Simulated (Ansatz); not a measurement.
The cluster FeO3: single points at one geometry.

```yaml
crystal:
  periodic: [false, false, false]
  atoms:
    - {symbol: Fe, position_ang: [-0.566607, 0.430810, 0.221251]}
    - {symbol: O, position_ang: [1.616046, -1.228387, -0.630284]}
    - {symbol: O, position_ang: [0.671615, -0.510273, -0.261463]}
    - {symbol: O, position_ang: [-1.721045, 1.307850, 0.670495]}
basis:
  gaussian: {orbitals: def2-TZVPD, initial_orbitals: start.molden}
hamiltonian: {xc: pbe0, dispersion: d4}
scf: {omitted_lower_state_checks: [starts]}
output: {orbitals: {seedname: orbitals}}
```

The file start.molden holds the orbitals of an earlier run on this structure, at another level or in another basis.

```sh
$ ansatz run in.yaml --threads 4 --pin off --events-out ev --progress --plain --max-ram 3916MiB
```

Shortened log:

```
Functional definition: PBE0
1094 factors; their error is unknown
mean field evaluation 1: about -40511.9095 eV, gradient 8.0e0 eV
mean field evaluation 2: about -40511.9858 eV, gradient 1.5e-1 eV
mean field evaluation 4: about -40512.1412 eV, gradient 4.6e-4 eV
mean field -40512.14116006 eV, -1488.7937275167 hartree, gradient 9.9e-6 eV, S^2 0.000000; 0 other end points of the search recorded, 0 dependent functions left out
reference -40512.14120638 eV, -1488.7937292191 hartree; 25, 25 occupied and 143, 143 virtual orbitals, 1094 factors
Total energy: -40512.19512105 eV, -1488.7957105466 hartree
Checks for a lower state left out: starts
```

Run time 4.1 s (4 threads of Intel Xeon on a shared host).

The first input with `hamiltonian: {xc: pbe, dispersion: d4}` (abridged; 1.9 s):

```
Functional definition: PBE
mean field -40515.03516136 eV, -1488.9000801029 hartree, gradient 2.3e-5 eV, S^2 0.000000
Total energy: -40515.09958317 eV, -1488.9024475607 hartree
Checks for a lower state left out: starts
```

The first input with `hamiltonian: {xc: r2scan, dispersion: d4}` (abridged; 3.7 s):

```
Functional definition: r2SCAN
mean field -40522.75807608 eV, -1489.1838919841 hartree, gradient 1.5e-5 eV, S^2 0.000000
Total energy: -40522.77268320 eV, -1489.1844287856 hartree
Checks for a lower state left out: starts
```

As the first input, with `gaussian: {orbitals: def2-SVP, initial_orbitals: start.molden}`, `hamiltonian: {xc: pbe, dispersion: d4}` (abridged; 3.4 s):

```
Functional definition: PBE
mean field evaluation 16: about -40502.1110 eV, gradient 3.7e-4 eV
mean field -40502.11100278 eV, -1488.4251260355 hartree, gradient 1.0e-5 eV, S^2 0.000000
Total energy: -40502.17542077 eV, -1488.4274933529 hartree
Checks for a lower state left out: starts
```

As the first input, with `gaussian: {orbitals: def2-TZVP, initial_orbitals: start.molden}`, `hamiltonian: {xc: pbe, dispersion: d4}` (abridged; 1.6 s):

```
Functional definition: PBE
mean field -40514.94962946 eV, -1488.8969368636 hartree, gradient 2.3e-5 eV, S^2 0.000000
Total energy: -40515.01402535 eV, -1488.8993033687 hartree
Checks for a lower state left out: starts
```

The first input with `gaussian: {orbitals: def2-TZVP, initial_orbitals: start.molden}`, `hamiltonian: {xc: {name: B97M-V}}` (abridged; 7.5 s):

```
Functional definition: B97M-V
mean field evaluation 16: about -40515.7831 eV, gradient 3.6e-6 eV
mean field -40515.78312293 eV, -1488.9275671834 hartree, gradient 3.6e-6 eV, S^2 0.000000
Total energy: -40515.78316850 eV, -1488.9275688583 hartree
Checks for a lower state left out: starts
```

The first input with `gaussian: {orbitals: def2-TZVP, initial_orbitals: start.molden}`, `hamiltonian: {xc: lda}` (abridged; 1.1 s):

```
Functional definition: SPW92
mean field -40417.92971180 eV, -1485.3315206519 hartree, gradient 1.9e-5 eV, S^2 0.000000
Total energy: -40417.92974286 eV, -1485.3315217934 hartree
Checks for a lower state left out: starts
```

Geometry: PBE0-D4/def2-TZVP.

The structure holds one bond between oxygen atoms, so isomers without such links may lie far lower. The restricted singlet is unstable towards broken spin symmetry at other levels; at PBE0-D4/def2-TZVPD, PBE-D4/def2-TZVPD, r2SCAN-D4/def2-TZVPD, PBE-D4/def2-SVP and others this wasn't settled. At PBE-D4/def2-TZVPD, r2SCAN-D4/def2-TZVPD, PBE-D4/def2-SVP, PBE-D4/def2-TZVP and others an occupied level lies above an empty one. At PBE-D4/def2-TZVP the restricted singlet is unstable: a solution with broken spin symmetry lies lower. At PBE0-D4/def2-TZVP a triplet of charge 0 lies 2.20 eV below the restricted singlet, each at its own geometry. The structure comes from a short search, and lower isomers may exist.
